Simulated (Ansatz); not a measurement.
Program: Ansatz 0.2.0.

A structure relaxed at PBE0-D4/def2-TZVP, charge 0, multiplicity 2:

```xyz
5

F     0.1507   -0.4597    1.5688
Si   -0.0194   -0.1381    0.0353
F    -1.5110   -0.4541   -0.3660
F     0.9167   -1.1511   -0.7272
Te    0.4630    2.2030   -0.5110
```

Task: Give its formula and SMILES.

Result: F3SiTe, `F[Si](F)(F)[Te]`.

Task: Point group (tolerance 0.08 Å, 0.16 Å for H)?

Result: Cs.

Task: Summarise the bond lengths by kind.

Result: 3 × F–Si 1.576 to 1.577 Å; 1 × Si–Te 2.452 Å.
